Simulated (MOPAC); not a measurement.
MOPAC input (AM1):

```
AM1 PRECISE GNORM=0.05 LET XYZ UHF MS=0.5 GEO-OK AUX(PRECISION=9) THREADS=1
HCl2OSi

O    -0.18076600 1    1.81452200 1   -0.69645900 1
Si   -0.02871200 1    0.49363000 1    0.28003100 1
Cl    1.70252400 1   -0.52665400 1   -0.07072200 1
Cl   -1.59247800 1   -0.79978300 1    0.07289900 1
H    -0.02268200 1    1.12244300 1    1.61421700 1
```

Output:

```
 *******************************************************************************
 **                                                                           **
 **                              MOPAC v23.2.5                                **
 **                                                                           **
 *******************************************************************************
 ** MOPAC's Digital Object Identifier: https://doi.org/10.5281/zenodo.6511958 **
 **                                                                           **
 ** Please cite the open-source release paper for use of this MOPAC version:  **
 ** J. E. Moussa and J. J. P. Stewart (2026)                                  **
 ** MOPAC: An open-source semiempirical molecular orbital program             **
 ** J. Open Source Softw., 11(119), 8025, https://doi.org/10.21105/joss.08025 **
 *******************************************************************************

                              AM1 CALCULATION RESULTS

 *******************************************************************************
 *  AM1        - The AM1 Hamiltonian to be used
 *  GEO-OK     - OVERRIDE INTERATOMIC DISTANCE AND OTHER SAFETY CHECKS
 *  UHF        - UNRESTRICTED HARTREE-FOCK CALCULATION
 *  MS=        - IN MECI, MAGNETIC COMPONENT OF SPIN =  0.5
 *  LET        - OVERRIDE SOME SAFETY CHECKS
 *  PRECISE    - TIGHTER CRITERIA TO BE USED
 *  XYZ        - CARTESIAN COORDINATE SYSTEM TO BE USED
 *  GNORM      - EXIT WHEN GRADIENT NORM DROPS BELOW 0.050
 *  AUX        - OUTPUT AUXILIARY INFORMATION
 *******************************************************************************
AM1 PRECISE GNORM=0.05 LET XYZ UHF MS=0.5 GEO-OK AUX(PRECISION=9) THREADS=1
 HCl2OSi

   ATOM   CHEMICAL          X               Y               Z
  NUMBER   SYMBOL      (ANGSTROMS)     (ANGSTROMS)     (ANGSTROMS)

     1       O         -0.18076600  *   1.81452200  *  -0.69645900  *
     2      Si         -0.02871200  *   0.49363000  *   0.28003100  *
     3      Cl          1.70252400  *  -0.52665400  *  -0.07072200  *
     4      Cl         -1.59247800  *  -0.79978300  *   0.07289900  *
     5       H         -0.02268200  *   1.12244300  *   1.61421700  *

          CARTESIAN COORDINATES

    NO.       ATOM           X           Y           Z

     1         O         -0.1808      1.8145     -0.6965
     2        Si         -0.0287      0.4936      0.2800
     3        Cl          1.7025     -0.5267     -0.0707
     4        Cl         -1.5925     -0.7998      0.0729
     5         H         -0.0227      1.1224      1.6142

  H: (AM1): M.J.S. DEWAR ET AL, J. AM. CHEM. SOC. 107 3902-3909 (1985)
  O: (AM1): M.J.S. DEWAR ET AL, J. AM. CHEM. SOC. 107 3902-3909 (1985)
 Si: (AM1): M.J.S.DEWAR, C. JIE, ORGANOMETALLICS, 6, 1486-1490 (1987).
 Cl: (AM1): M.J.S. DEWAR AND E. G. ZOEBISCH, THEOCHEM, 180, 1 (1988).

           Empirical Formula: H O Si Cl2  =     5 atoms

      MOLECULAR POINT GROUP   :   Cs

          UHF CALCULATION, NO. OF ALPHA ELECTRONS =   13
                           NO. OF BETA  ELECTRONS =   12

          Geometry optimization using EF

          DIAGONAL MATRIX USED AS START HESSIAN

 CYCLE:     1  GRAD.:   103.387 HEAT: -86.98316
 CYCLE:     2  GRAD.:   115.001 HEAT: -81.81518
 CYCLE:     3  GRAD.:    38.185 HEAT: -89.64973
 CYCLE:     4  GRAD.:    76.693 HEAT: -87.16248
 CYCLE:     5  GRAD.:     4.793 HEAT: -90.48914
 CYCLE:     6  GRAD.:     5.959 HEAT: -90.48999
 CYCLE:     7  GRAD.:     1.300 HEAT: -90.51846
 CYCLE:     8  GRAD.:     0.979 HEAT: -90.52588
 CYCLE:     9  GRAD.:     0.828 HEAT: -90.53397
 CYCLE:    10  GRAD.:     0.315 HEAT: -90.53474
 CYCLE:    11  GRAD.:     0.147 HEAT: -90.53508
 CYCLE:    12  GRAD.:     0.108 HEAT: -90.53512
 CYCLE:    13  GRAD.:     0.085 HEAT: -90.53512
 CYCLE:    14  GRAD.:     0.010 HEAT: -90.53513

     GRADIENT =  0.00966 IS LESS THAN CUTOFF =  0.05000

 -------------------------------------------------------------------------------
 AM1 PRECISE GNORM=0.05 LET XYZ UHF MS=0.5 GEO-OK AUX(PRECISION=9) THREADS=1
 HCl2OSi

     GEOMETRY OPTIMISED USING EIGENVECTOR FOLLOWING (EF).
     SCF FIELD WAS ACHIEVED

                              AM1 CALCULATION
                                                       MOPAC v23.2.5 Linux

          FINAL HEAT OF FORMATION =        -90.53513 KCAL/MOL =    -378.79898 KJ/MOL

          COSMO AREA              =        119.64 SQUARE ANGSTROMS
          COSMO VOLUME            =        109.17 CUBIC ANGSTROMS

          GRADIENT NORM           =          0.00966          =       0.00432 PER ATOM
          IONIZATION POTENTIAL    =         12.125562 EV
          ALPHA SOMO LUMO (EV)    =        -12.203 -1.107
          BETA  SOMO LUMO (EV)    =        -12.126 -2.276
          NO. OF ALPHA ELECTRONS  =         13
          NO. OF BETA  ELECTRONS  =         12
          MOLECULAR WEIGHT        =        115.9988         POINT GROUP:  Cs

          MOLECULAR DIMENSIONS (Angstroms)

            Atom       Atom       Distance
           Cl     4   Cl     3     3.34387
            O     1   Cl     3     2.64887
            H     5   Cl     4     2.06386

          SCF CALCULATIONS        =         15

   ATOM   CHEMICAL          X               Y               Z
  NUMBER   SYMBOL      (ANGSTROMS)     (ANGSTROMS)     (ANGSTROMS)

     1       O         -0.18692284  *   1.86449012  *  -0.74256779  *
     2      Si         -0.02590681  *   0.47250100  *   0.30424880  *
     3      Cl          1.71996827  *  -0.52766493  *  -0.06933322  *
     4      Cl         -1.60933029  *  -0.80363281  *   0.07577964  *
     5       H         -0.01647074  *   1.06372247  *   1.64476308  *

                             CARTESIAN COORDINATES

   1    O       -0.186922839     1.864490123    -0.742567789
   2   Si       -0.025906807     0.472501002     0.304248799
   3   Cl        1.719968272    -0.527664926    -0.069333220
   4   Cl       -1.609330288    -0.803632811     0.075779637
   5    H       -0.016470737     1.063722469     1.644763085

           Empirical Formula: H O Si Cl2  =     5 atoms

      MOLECULAR POINT GROUP   :   Cs

          ALPHA EIGENVALUES
 -37.62858 -37.48806 -36.43196 -18.47331 -16.90896 -16.28017 -15.85274 -14.45499
 -13.64925 -12.98972 -12.98485 -12.74450 -12.20347  -1.10684  -1.03107  -0.03720
   0.35445

           BETA EIGENVALUES
 -37.61537 -37.45979 -32.76443 -18.28843 -16.10482 -15.53843 -15.29649 -13.06030
 -12.95281 -12.83794 -12.69314 -12.12556  -2.27599  -1.04067  -0.73866   0.42501
   0.94223

              NET ATOMIC CHARGES AND DIPOLE CONTRIBUTIONS

  ATOM NO.   TYPE          CHARGE      No. of ELECS.   s-Pop       p-Pop
    1          O          -0.353153        6.3532     1.94752     4.40563
    2         Si           1.123720        2.8763     0.83035     2.04593
    3         Cl          -0.302434        7.3024     1.98002     5.32242
    4         Cl          -0.302428        7.3024     1.98002     5.32241
    5          H          -0.165705        1.1657     1.16571
 DIPOLE           X         Y         Z       TOTAL
 POINT-CHG.     0.030     0.475     1.583     1.653
 HYBRID         0.002    -0.074    -0.086     0.113
 SUM            0.032     0.401     1.497     1.550

          ATOMIC ORBITAL ELECTRON POPULATIONS

     Atom    s        px        py        pz
    1  O   1.94752   1.91436   1.35187   1.13940
    2 Si   0.83035   0.64886   0.64301   0.75407
    3 Cl   1.98002   1.55421   1.82446   1.94376
    4 Cl   1.98002   1.62225   1.74437   1.95579
    5  H   1.16571

                    (SZ)    =    0.500000
                    (S**2)  =    0.759768

          ATOMIC ORBITAL SPIN POPULATIONS

    Atom   Total    s     px     py     pz
         Atomic
    1  O  1.0122  0.006  0.010  0.314  0.682
    2 Si -0.1299 -0.027 -0.010 -0.033 -0.059
    3 Cl  0.0063 -0.000  0.012 -0.002 -0.003
    4 Cl  0.0063 -0.000  0.011 -0.000 -0.004
    5  H  0.1050  0.105

 **********************
 *                    *
 * JOB ENDED NORMALLY *
 *                    *
 **********************

 == MOPAC DONE ==
```

The geometry given is a B3LYP-D3(BJ)/def2-TZVP minimum.
